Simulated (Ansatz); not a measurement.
Two isomers of C2H7BOS: A = `COBCS`, B = `BOCCS`.

Isolated molecules relaxed with PBE0-D4/def2-TZVP in Ansatz; ΔE leaves out vibrations. CCSD(T)/CBS is the MP2 limit (def2-TZVPP, def2-QZVPP) plus CCSD(T) − MP2 in def2-TZVPP, frozen cores. Functionals use def2-TZVPP. B3LYP here is the variant with VWN-RPA as its local correlation; programs differ in this. One conformer a species, not always the lowest.

(1) Which isomer does CCSD(T)/CBS put lower? Give the gap. (Estimate.)

(2) Give E(B) − E(A) in kJ/mol with B2PLYP, B3LYP, r2SCAN-D4, B3LYP-D4, CCSD/def2-TZVPP, MP2/def2-TZVPP, CCSD(T)/def2-TZVPP. (Best estimate.)

Largest T1 diagnostic: 0.013.

Results:

(1) The calculation gave: A, by 34.8 kJ/mol.

(2) Ansatz gave: B2PLYP 37.1, B3LYP 39.1, r2SCAN-D4 41.8, B3LYP-D4 38.6, CCSD/def2-TZVPP 34.7, MP2/def2-TZVPP 35.2, CCSD(T)/def2-TZVPP 35.1. None reverses the order clearly.

In def2-TZVPP, CCSD(T) changes the Hartree–Fock value by +3.6 kJ/mol (the triples alone add +0.4 kJ/mol) and MP2 by +3.7 kJ/mol.
